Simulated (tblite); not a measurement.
Compound: CH₉ClSi₃.
Numbering: `[CH3:1][SiH2:2][Si@H:3]([SiH3:4])[Cl:5]` (hydrogens: H6, H7, H8 on C1; H9, H10 on Si2; H11 on Si3; H12, H13, H14 on Si4)

Structure used (GFN2-xTB), in Å, numbered top down from 1:
```xyz
14
CH9ClSi3 angstrom
C     -2.1428   -0.7930    0.0067
Si    -1.2628    0.4399    1.1534
Si     0.7359    1.0716    0.1348
Si     2.4461   -0.5039   -0.0180
Cl     1.4621    2.7072    1.1530
H     -3.0493   -1.1764    0.4640
H     -2.4218   -0.3326   -0.9366
H     -1.5064   -1.6436   -0.2202
H     -2.2043    1.5318    1.4450
H     -1.0289   -0.2368    2.4398
H      0.4679    1.6326   -1.2039
H      1.9310   -1.8295    0.3438
H      2.9934   -0.6375   -1.3715
H      3.5792   -0.2302    0.8676
```

Computed values, GFN2-xTB/tblite, gas phase, harmonic and unscaled. The method is semi-empirical: single wavenumbers can be off by several per cent or more. Modes of hydrogen on silicon can be 10 to 20 % off. One conformer, not necessarily the lowest. The optimisation stopped once no atom felt more than 0.01 eV/Å.

Lowest wavenumbers of the output (negative numbers stand for imaginary wavenumbers):
```
mode    cm-1
  1     -39.8
  2      23.0
  3      70.6
  4     107.7
  5     118.3
  6     140.1
  7     163.1
  8     344.3
  9     381.1
 10     426.6
```

Task: Is this structure a minimum?

Result: Not by this Hessian. 1 mode is imaginary beyond 20i (40i cm⁻¹), so at this level the point lies at or near a first-order saddle. The curvature is small, so loose convergence or finite differences may be the whole cause.

Task: Which atoms move in the imaginary mode?

Result: 40i: H13 (Si–H hydrogen) 34 %, H14 (Si–H hydrogen) 33 %, H12 (Si–H hydrogen) 32 %. These are shares of the mass-weighted motion.

Task: What is the remedy?

Result: Step along that mode in both directions, optimise again with tighter thresholds and repeat the frequencies. The zero-point energy of this point (54.2 kcal/mol) counts the 35 real modes alone, and thermal corrections from it aren't those of a minimum.

Hardware: one thread, Arm Neoverse N1 (aarch64), shared host with 64 logical CPUs at a one-minute load of 58. Cost: 0.93 s. The figure is for the frequency step alone.
